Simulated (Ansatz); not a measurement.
`c1ccc(CCc2ccccc2)cc1` + H–F → `Fc1ccccc1` + `CCc1ccccc1`  (substitution at a C–C bond)

Gas-phase electronic energies from Ansatz, PBE0-D4/def2-TZVP geometries. CCSD(T)/CBS adds triple-zeta CCSD(T) − MP2 to the extrapolated MP2 energy (def2 sets, frozen cores). This one scheme is used for every species. Functionals use def2-TZVPP. B3LYP here is the variant with VWN-RPA as its local correlation; programs differ in this. One conformer a species, not always the lowest.

`c1ccc(CCc2ccccc2)cc1`:

Z-matrix (Å, degrees):
```
C
C 1 1.499
C 1 1.539 2 112.6
H 1 1.094 2 109.8 3 -121.1
H 1 1.094 2 109.8 3 121.5
C 2 1.391 1 121.0 3 -93.6
C 2 1.392 1 120.5 3 83.4
C 3 1.499 1 112.6 2 62.4
H 3 1.094 1 108.9 2 -59.6
H 3 1.094 1 108.6 2 -175.8
C 6 1.386 2 120.9 1 177.1
H 6 1.085 2 119.3 1 -2.2
C 7 1.386 2 121.0 1 -177.1
H 7 1.086 2 119.3 1 3.1
C 8 1.392 3 120.5 1 83.3
C 8 1.391 3 121.0 1 -93.8
C 11 1.387 6 120.2 2 -0.0
H 11 1.084 6 119.7 2 -179.9
H 13 1.084 7 119.9 2 -179.7
C 15 1.386 8 121.0 3 -177.1
H 15 1.086 8 119.3 3 3.1
C 16 1.386 8 120.9 3 177.1
H 16 1.085 8 119.3 3 -2.2
H 17 1.084 11 120.3 6 179.9
C 20 1.387 15 120.0 8 0.0
H 20 1.084 15 119.9 8 -179.7
H 22 1.084 16 119.8 8 -179.9
H 25 1.084 20 120.2 15 -179.9
```

H–F:

```xyz
2

F    -0.186   -0.031    0.420
H     0.186    0.031   -0.420
```

`Fc1ccccc1`:

```xyz
12

F     0.041   -2.673    0.160
C     0.020   -1.336    0.080
C     0.988   -0.699   -0.672
C     0.959    0.686   -0.749
C    -0.021    1.408   -0.084
C    -0.981    0.740    0.664
C    -0.968   -0.644    0.752
H     1.743   -1.284   -1.181
H     1.711    1.202   -1.334
H    -0.038    2.489   -0.148
H    -1.749    1.300    1.185
H    -1.705   -1.187    1.329
```

`CCc1ccccc1`:

```xyz
18

C     2.284   -1.070   -0.241
C     1.553   -0.212    0.787
C     0.157    0.128    0.355
C    -0.911   -0.708    0.669
C    -2.195   -0.421    0.233
C    -2.434    0.713   -0.529
C    -1.379    1.556   -0.848
C    -0.098    1.264   -0.408
H     2.352   -0.553   -1.201
H     3.298   -1.306    0.091
H     1.754   -2.010   -0.410
H     1.520   -0.740    1.745
H     2.116    0.711    0.958
H    -0.732   -1.595    1.270
H    -3.014   -1.082    0.493
H    -3.437    0.942   -0.869
H    -1.557    2.449   -1.438
H     0.722    1.931   -0.657
```

```
               species  B3LYP energy (Eh)
`c1ccc(CCc2ccccc2)cc1`         -542.13215
                   H–F         -100.49272
           `Fc1ccccc1`         -331.62134
          `CCc1ccccc1`         -311.00035
```

Question: Work out ΔE.

Answer: ΔE = (-331.62134) + (-311.00035) − (-542.13215) − (-100.49272) = 0.00318 Eh = +8.3 kJ/mol. CCSD(T)/CBS gives +54.1 kJ/mol.

Largest T1 diagnostic among the species: 0.011.

From r2SCAN to r2SCAN0 (25 % exact exchange), in def2-TZVPP and without D4, ΔE moves by +5.3 kJ/mol. In def2-TZVPP, CCSD(T) changes the Hartree–Fock value by +42.2 kJ/mol (the triples alone add +5.8 kJ/mol) and MP2 by +62.3 kJ/mol.
